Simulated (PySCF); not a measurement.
## Gallium: a sound run and one with changed settings

Sound run: Ga⁺ [Ar] 3d10 4s2, Ga²⁺ [Ar] 3d10 4s1. Calculation: PySCF 2.14, in pcseg-2 (6s5p3d1f, 43 functions); the non-relativistic Hamiltonian (point nucleus). In the sound run the correlated levels freeze [Ar] 3d10. The sound run starts from symmetry-adapted Hartree-Fock orbitals and uses a fine grid where one is needed.

Changed run: basis STO-3G. This setting is unsound on purpose.

```tsv
species	method	sound run (hartree)	changed run (hartree)	converged
Ga⁺	UHF	-1923.02726	-1900.61973	yes
Ga⁺	M06-L	-1924.55649	-1901.81859	yes
Ga⁺	r2SCAN	-1924.59901	-1901.83388	yes
Ga⁺	MP2	-1923.05337	-1900.64155	yes
Ga⁺	CCSD(T)	-1923.06409	-1900.65720	yes
Ga²⁺	UHF	-1922.34874	-1900.00347	yes
Ga²⁺	M06-L	-1923.81514	-1901.16396	yes
Ga²⁺	r2SCAN	-1923.85840	-1901.17744	yes
```

Ionisation energy of Ga⁺:

```json
{"method": "UHF", "sound run (eV)": "18.463", "changed run (eV)": "16.769"}
{"method": "M06-L", "sound run (eV)": "20.173", "changed run (eV)": "17.813"}
{"method": "r2SCAN", "sound run (eV)": "20.153", "changed run (eV)": "17.863"}
{"method": "MP2", "sound run (eV)": "19.174", "changed run (eV)": "17.363"}
{"method": "SCS-MP2", "sound run (eV)": "19.316", "changed run (eV)": "17.482"}
{"method": "CCSD", "sound run (eV)": "19.466", "changed run (eV)": "17.789"}
{"method": "CCSD(T)", "sound run (eV)": "19.466", "changed run (eV)": "17.789"}
{"method": "CCSDT", "sound run (eV)": "19.466", "changed run (eV)": "17.789"}
{"method": "FCI", "sound run (eV)": "19.466", "changed run (eV)": "17.789"}
```

A minimal basis cannot let orbitals breathe on ionisation and holds almost no correlation.

For comparison, NIST gives 20.515 eV between the lowest levels.
